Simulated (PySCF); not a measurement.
# Fractional electron number in Mn (manganese, neutral)

The 4s beta orbital of [Ar] 3d5 4s2 is emptied in steps (occupation f), with all orbitals relaxed, ending at [Ar] 3d5 4s1. All numbers are calculated (PySCF 2.14, the non-relativistic Hamiltonian (point nucleus), in def2-TZVP). The exact energy is a straight line in f; departures are measured from the line between the end points of the same method.

Among PBE0, r2SCAN, LC-wPBE, which shows the largest delocalisation error (convex curve), and which is closest to linear?

Most convex: r2SCAN (-0.513 eV at f = 0.4); closest to linear: LC-wPBE (0.010 eV).

| f | PBE0 (eV) | r2SCAN (eV) | LC-wPBE (eV) |
| --- | --- | --- | --- |
| 1 | 0.000 | 0.000 | 0.000 |
| 0.8 | -0.318 | -0.373 | 0.010 |
| 0.6 | -0.476 | -0.541 | 0.014 |
| 0.4 | -0.473 | -0.513 | 0.010 |
| 0.2 | -0.310 | -0.308 | 0.004 |
| 0 | 0.000 | 0.000 | 0.000 |

| method | E(f=0) − E(f=1) (eV) | −ε at f=1 (eV) | −ε at f=0.4 (eV) |
| --- | --- | --- | --- |
| PBE0 | 7.059 | 5.068 | 7.474 |
| r2SCAN | 6.894 | 4.507 | 7.506 |
| LC-wPBE | 6.949 | 7.021 | 6.920 |

As f goes to zero the orbital energy of a semilocal functional can turn back, because the density of that orbital vanishes from the exchange-correlation potential.

Reference removal energy between the ground levels: 7.434 eV (measured; NIST Atomic Spectra Database, ionization energies).
